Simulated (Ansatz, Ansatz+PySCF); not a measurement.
```
atom   x (Å)   y (Å)    z (Å)
   H  0.0000  0.0000  -3.6414
  Cl  0.0000  0.0000   0.2142
```

Basis set: cc-pVDZ (spherical functions). Left uncorrelated: 5 orbitals. Charge 0, multiplicity 1.

Computed with Ansatz (development build ahead of 0.2.0); each method stands on the lowest determinant of its kind that the runs found. Restricted open shells among the atoms or ions are ROHF, correlated in semicanonical orbitals with singles. Restricted functionals stand beside restricted open-shell atoms, which can lie above the unrestricted atoms usual in DFT and then raise those values.

Question: Give the atomization energy at this shape (free ground-state atoms in the same class of orbitals less the molecule, no zero-point energy) of singlet HCl in separate pieces by ωB97X (unrestricted), r²SCAN (unrestricted), r²SCAN (restricted), ωB97X (restricted), PBE0 (unrestricted), PBE (unrestricted), PBE0 (restricted), PBE (restricted), UHF-CCSDT(Q), UHF-CCSD(T), UHF-MP2, RHF-MP2, UHF, RHF.

Answer:

| method | atomization energy |
| --- | --- |
| ωB97X (unrestricted) | 0.00 eV |
| r²SCAN (unrestricted) | 0.02 eV |
| r²SCAN (restricted) | -1.55 eV |
| ωB97X (restricted) | -3.00 eV |
| PBE0 (unrestricted) | 0.01 eV |
| PBE (unrestricted) | 0.04 eV |
| PBE0 (restricted) | -2.06 eV |
| PBE (restricted) | -1.17 eV |
| UHF-CCSDT(Q) | 0.00 eV |
| UHF-CCSD(T) | 0.00 eV |
| UHF-MP2 | 0.00 eV |
| RHF-MP2 | -1.15 eV |
| UHF | 0.00 eV |
| RHF | -4.93 eV |

Caution for ωB97X (unrestricted), r²SCAN (unrestricted), r²SCAN (restricted), ωB97X (restricted), PBE0 (unrestricted), PBE (unrestricted), PBE0 (restricted), PBE (restricted): charge can spread falsely over distant fragments. Caution for ωB97X (unrestricted), PBE0 (unrestricted), UHF-CCSDT(Q), UHF-CCSD(T), UHF-MP2, UHF: the unrestricted determinant is a mixture of spin states. Caution for r²SCAN (unrestricted), PBE (unrestricted): the unrestricted determinant is spin contaminated. Caution for r²SCAN (restricted), ωB97X (restricted), PBE0 (restricted), PBE (restricted), RHF-MP2, RHF: an unrestricted determinant lies well below; the molecule lies well above its atoms at this level. Caution for UHF-CCSDT(Q), UHF-CCSD(T), UHF-MP2: a plain start can end on a higher determinant; bonds are stretched, where a single reference can fail. Caution for RHF-MP2: large amplitudes, a single reference is doubtful.
